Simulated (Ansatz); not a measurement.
**Molecular dynamics of ClH7OSi3**

Input:

```yaml
crystal:
  periodic: [false, false, false]
  atoms:
    - { symbol: Si, position_ang: [0.009982, -0.005962, -0.125995] }
    - { symbol: O, position_ang: [-0.085579, -0.449288, 1.546423] }
    - { symbol: H, position_ang: [-1.093411, -0.36537, 1.773146] }
    - { symbol: Si, position_ang: [2.235751, -0.022396, -0.625668] }
    - { symbol: H, position_ang: [2.848873, -1.289587, -0.25006] }
    - { symbol: H, position_ang: [2.430142, 0.193467, -2.053657] }
    - { symbol: H, position_ang: [2.909644, 1.054148, 0.091959] }
    - { symbol: Si, position_ang: [-1.145545, 1.899961, -0.661576] }
    - { symbol: H, position_ang: [-2.527877, 1.814585, -0.204583] }
    - { symbol: H, position_ang: [-0.525997, 3.053537, -0.01766] }
    - { symbol: H, position_ang: [-1.138221, 2.120733, -2.102708] }
    - { symbol: Cl, position_ang: [-0.949462, -1.583328, -1.270022] }
basis:
  gaussian: { orbitals: STO-3G }
hamiltonian:
  xc: revpbe
md:
  timestep: 0.5
  n_steps: 250
  ensemble: nvt_langevin
  temperature: 400.0
  initial_velocities: maxwell_boltzmann
  seed: 807687
  friction: 0.001
```

Launched with:

```bash
$ ansatz run input.yaml --threads 1 --pin off --max-ram 2048MiB --backend cpu --events-out ev --progress --plain --runs-dir out
```

It starts from a relaxed structure.

Output, in part (one step line in 9, the closing report, with atoms numbered from 0):

```
md step     0: t =     0.00 fs  T =   366.7 K  F+E_penalty+E_count = -37872.20864341 eV  E_kin = 0.568744 eV  (22 SCF iters)
md step     9: t =     4.50 fs  T =   247.8 K  F+E_penalty+E_count = -37872.01794707 eV  E_kin = 0.384315 eV  (26 SCF iters)
md step    18: t =     9.00 fs  T =   162.0 K  F+E_penalty+E_count = -37871.88488646 eV  E_kin = 0.251297 eV  (26 SCF iters)
md step    27: t =    13.50 fs  T =   242.1 K  F+E_penalty+E_count = -37872.01439488 eV  E_kin = 0.375576 eV  (25 SCF iters)
md step    36: t =    18.00 fs  T =   221.5 K  F+E_penalty+E_count = -37871.97280471 eV  E_kin = 0.343509 eV  (26 SCF iters)
md step    45: t =    22.50 fs  T =   166.4 K  F+E_penalty+E_count = -37871.88618645 eV  E_kin = 0.258059 eV  (25 SCF iters)
md step    54: t =    27.00 fs  T =   228.9 K  F+E_penalty+E_count = -37871.98610170 eV  E_kin = 0.355092 eV  (26 SCF iters)
md step    63: t =    31.50 fs  T =   304.4 K  F+E_penalty+E_count = -37872.09142911 eV  E_kin = 0.472152 eV  (25 SCF iters)
md step    72: t =    36.00 fs  T =   167.8 K  F+E_penalty+E_count = -37871.90768625 eV  E_kin = 0.260345 eV  (26 SCF iters)
md step    81: t =    40.50 fs  T =   137.3 K  F+E_penalty+E_count = -37871.86881689 eV  E_kin = 0.212998 eV  (26 SCF iters)
md step    90: t =    45.00 fs  T =   195.1 K  F+E_penalty+E_count = -37871.95165999 eV  E_kin = 0.302585 eV  (26 SCF iters)
md step    99: t =    49.50 fs  T =   168.1 K  F+E_penalty+E_count = -37871.89401186 eV  E_kin = 0.260773 eV  (26 SCF iters)
md step   108: t =    54.00 fs  T =   115.2 K  F+E_penalty+E_count = -37871.79955744 eV  E_kin = 0.178678 eV  (19 SCF iters)
md step   117: t =    58.50 fs  T =   182.2 K  F+E_penalty+E_count = -37871.92318801 eV  E_kin = 0.282560 eV  (20 SCF iters)
md step   126: t =    63.00 fs  T =   198.8 K  F+E_penalty+E_count = -37871.97320563 eV  E_kin = 0.308440 eV  (26 SCF iters)
md step   135: t =    67.50 fs  T =   112.2 K  F+E_penalty+E_count = -37871.82278624 eV  E_kin = 0.173978 eV  (20 SCF iters)
md step   144: t =    72.00 fs  T =   119.3 K  F+E_penalty+E_count = -37871.82616730 eV  E_kin = 0.185046 eV  (20 SCF iters)
md step   153: t =    76.50 fs  T =   217.6 K  F+E_penalty+E_count = -37871.99388929 eV  E_kin = 0.337555 eV  (25 SCF iters)
md step   162: t =    81.00 fs  T =   176.3 K  F+E_penalty+E_count = -37871.93135287 eV  E_kin = 0.273388 eV  (26 SCF iters)
md step   171: t =    85.50 fs  T =   105.8 K  F+E_penalty+E_count = -37871.83837934 eV  E_kin = 0.164160 eV  (26 SCF iters)
md step   180: t =    90.00 fs  T =   169.5 K  F+E_penalty+E_count = -37871.92300306 eV  E_kin = 0.262889 eV  (26 SCF iters)
md step   189: t =    94.50 fs  T =   228.9 K  F+E_penalty+E_count = -37872.02319603 eV  E_kin = 0.355017 eV  (26 SCF iters)
md step   198: t =    99.00 fs  T =   178.5 K  F+E_penalty+E_count = -37871.92842359 eV  E_kin = 0.276936 eV  (26 SCF iters)
md step   207: t =   103.50 fs  T =   209.3 K  F+E_penalty+E_count = -37871.97636187 eV  E_kin = 0.324652 eV  (26 SCF iters)
md step   216: t =   108.00 fs  T =   255.9 K  F+E_penalty+E_count = -37872.05815589 eV  E_kin = 0.396951 eV  (26 SCF iters)
md step   225: t =   112.50 fs  T =   222.1 K  F+E_penalty+E_count = -37871.99008607 eV  E_kin = 0.344493 eV  (25 SCF iters)
md step   234: t =   117.00 fs  T =   157.6 K  F+E_penalty+E_count = -37871.88066063 eV  E_kin = 0.244505 eV  (26 SCF iters)
md step   243: t =   121.50 fs  T =   219.5 K  F+E_penalty+E_count = -37871.98767130 eV  E_kin = 0.340400 eV  (25 SCF iters)
md step   250: t =   125.00 fs  T =   224.9 K  F+E_penalty+E_count = -37871.99030919 eV  E_kin = 0.348849 eV  (23 SCF iters)
Total energy: -37871.99034141 eV, -1391.7699744898 hartree
Atom 0 at     0.076264     0.016353    -0.090596 Å, force    -0.744194     0.725179     0.613729 eV/Å
Atom 1 at    -0.162452    -0.227575     1.620021 Å, force     1.950770    -0.137731    -0.506196 eV/Å
Atom 2 at    -1.149621    -0.105410     1.727237 Å, force    -1.774018     0.206572     0.259769 eV/Å
Atom 3 at     2.298628    -0.109963    -0.519847 Å, force    -0.560242    -1.576617    -0.316588 eV/Å
Atom 4 at     2.650192    -1.439539    -1.093287 Å, force    -0.117301     0.703011     0.308106 eV/Å
Atom 5 at     2.566206     0.903171    -1.471303 Å, force     0.442968     0.770400    -0.734108 eV/Å
Atom 6 at     3.040118     0.121284     0.674065 Å, force     0.531079     0.163501     0.681963 eV/Å
Atom 7 at    -1.017777     1.905333    -0.938587 Å, force    -0.252204    -0.534784     0.432061 eV/Å
Atom 8 at    -2.428123     1.635310    -1.331595 Å, force     0.642780     0.150515     0.306379 eV/Å
Atom 9 at    -0.952182     3.070257    -0.023779 Å, force    -0.036853    -0.438729    -0.338664 eV/Å
Atom 10 at    -0.270309     2.187504    -2.137794 Å, force     0.107393     0.380553    -0.398069 eV/Å
Atom 11 at    -0.922483    -1.623487    -1.041714 Å, force    -0.190179    -0.411869    -0.308381 eV/Å
Dipole moment:     0.152752     0.568255     0.203137 e Å
```

The run went to its last step. The mean temperature of the second half is 54 % below the set value. A run of 0.12 ps of so small a system gives no equilibrium averages. Limits of this set-up: minimal basis.

The same pairs are bonded in the first frame and the last. Pairs count as bonded within 1.25 times the sum of covalent radii (0.12 Å more for H–H).

Last frame:

```xyz
12
Properties=species:S:1:pos:R:3
Si 0.076 0.016 -0.091
O -0.163 -0.228 1.620
H -1.150 -0.105 1.727
Si 2.299 -0.110 -0.520
H 2.650 -1.440 -1.093
H 2.566 0.903 -1.471
H 3.040 0.121 0.674
Si -1.018 1.905 -0.939
H -2.428 1.635 -1.332
H -0.952 3.070 -0.024
H -0.270 2.188 -2.138
Cl -0.922 -1.623 -1.042
```

Run time: 16 min on 1 thread of Intel(R) Xeon(R) Platinum 8259CL CPU @ 2.50GHz (Skylake/Cascade Lake), with other jobs on the host, peak memory 0.11 GiB.
